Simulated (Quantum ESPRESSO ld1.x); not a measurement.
Species: In34+. Configuration: [Ne] 3s2 3p3 (the NIST ground configuration). Calculated with ld1.x of Quantum ESPRESSO 7.5: scalar-relativistic Kohn-Sham, LDA (Slater exchange, Perdew-Zunger correlation), spin-polarised, spherical densities, point nucleus; open shells are filled with parallel spins first.

Unscreened Slater integrals over Kohn-Sham orbitals (eV). They are taken over the spin-up orbitals.

integral,value
"F0(3p,3p)",81.132
"F2(3p,3p)",40.804
"F0(3p,3s)",79.682
"G1(3p,3s)",51.519
"F0(3p,2p)",107.33
"F2(3p,2p)",27.342
"G0(3p,2p)",10.907
"G2(3p,2p)",12.020
"F0(3p,2s)",104.09
"G1(3p,2s)",8.6558
"F0(3s,3s)",78.521
"F0(3s,2p)",102.88
"G1(3s,2p)",10.648
"F0(3s,2s)",100.65
"G0(3s,2s)",8.4954
"F0(2p,2p)",224.18
"F2(2p,2p)",106.52
"F0(2p,2s)",205.46
"G1(2p,2s)",116.63
"F0(2s,2s)",193.65

Derived for the open shells (J is the average intra-shell exchange parameter used in DFT+U). 3p: J = F2/5 = 8.161 eV.
